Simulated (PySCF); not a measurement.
Numbering as in the mapped SMILES `[CH3:1][C:2]#[C:3][Si@:4]([CH3:5])([SiH3:6])[C:7]#[N:8]`; H(Xn) means a hydrogen on atom n.

- σ from GIAO-PBE0/pcSseg-1
- structure optimised with GFN2-xTB
- program: PySCF 2.14.0 with density-fitted response routines
- fast rotation and ring inversion assumed for equivalent nuclei, no solvent model, single conformer, no relativistic terms

References, each an isolated molecule treated in the same way: TMS for ¹³C (186.93 ppm).

Task: Do the ¹³C shifts follow the atomic charges (in e)? Tabulate both.

Result: 
```csv
atoms,hybridisation,δ (ppm),σ para (ppm),Hirshfeld,IAO,Mulliken,ESP-fitted
C7,sp,125.6,-202,-0.04,-0.15,-0.19,+0.18
C2,sp,117.9,-206,-0.01,+0.02,-0.16,+0.32
C3,sp,80.7,-156,-0.19,-0.38,-0.39,-0.58
C1,sp3,6.1,-72,-0.09,-0.44,-0.16,-0.57
C5,sp3,1.6,-69,-0.20,-0.70,-0.61,-0.59
```

Correlation coefficients of δ with charge over these carbons: Hirshfeld +0.63, IAO +0.89, Mulliken +0.51, ESP-fitted +0.84; with the paramagnetic shielding -1.00. With so few points, grouped by hybridisation, these coefficients are fragile. Charge is one influence among several: hybridisation and low-lying excitations act through the paramagnetic term.

Shifts are as computed. Against solution values, carbons near 30 ppm lie about +3 ppm off and those near 130 ppm about +5 ppm. Of 1309 compounds with measured shifts, 239 miss one by over three times the rms of a fit or turn the order of signals round; such compounds aren't used in these exercises.
